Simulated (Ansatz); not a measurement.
(CdS)4 cube (Cd₄S₄), relaxed as a singlet with RKS PBE-D4/def2-SVP in Ansatz, starting from the GFN2-xTB geometry. Force threshold 0.02 eV/Å.

In the def2 sets Cd takes a core potential; there is no spin–orbit coupling. Another isomer (singlet) lies 0.87 eV lower at PBE0-D4/def2-TZVP; other spin states weren't run for this one.

Start:

```xyz
8

Cd    1.237    1.516    0.083
Cd    0.991   -1.628   -0.449
Cd   -1.356    0.338   -1.372
Cd   -0.873   -0.226    1.739
S     1.691   -0.422    1.711
S     1.089    0.282   -2.168
S    -1.236    2.031    0.560
S    -1.543   -1.890   -0.103
```

Q: Estimate the energy that the relaxation releases and the steps that it takes.

A: 4.5 kJ/mol, in 4 steps; 13 s on 4 threads of Arm Neoverse V2 on a shared host. No frequencies were taken in this run, so the end may be a saddle point.

Q: Does the start keep its bonding and symmetry?

A: By distances, no bond broke or formed. The bond that changes most is Cd4–S8, from 2.57 to 2.59 Å (atoms count from 1). Point group Td at the start, Td at the end, both within 0.05 Å.

Q: Predict the relaxed structure.

A: 
```xyz
8

Cd    1.217    1.491    0.082
Cd    0.975   -1.601   -0.442
Cd   -1.333    0.333   -1.350
Cd   -0.859   -0.222    1.710
S     1.724   -0.430    1.745
S     1.110    0.287   -2.210
S    -1.260    2.070    0.571
S    -1.573   -1.927   -0.105
```
Bond lengths (bridged metal pairs left out): 12 × Cd–S 2.59 Å.
